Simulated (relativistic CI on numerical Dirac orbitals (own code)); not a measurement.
Crystal-field levels of Re⁶⁺, 5d

Calculated by Dirac-Coulomb-Breit CI, orbitals from a KLI potential per configuration, model QED (radiative potential, 1s self-energy scaled to tabulated hydrogen-like ionisation energies), one configuration in a parametric crystal field, unscaled Slater integrals (own radial code).

Field parameters in Wybourne normalisation: Oh B⁴₀ = 21Dq, B⁴₄ = √(5/14) B⁴₀. The field is a parameter set, without covalency.

S is read from ⟨S²⟩ = S(S + 1).

Levels (cm⁻¹, degeneracy): 0 (4), 7412 (2), 22482 (4).

Question: Which field gives this pattern?
A. Oh, 10Dq = 25950 cm⁻¹
B. Oh, 10Dq = 33950 cm⁻¹
C. Oh, 10Dq = 10000 cm⁻¹
D. Oh, 10Dq = 18000 cm⁻¹

Answer: D. Oh, 10Dq = 18000 cm⁻¹, ground level with S = 0.50.
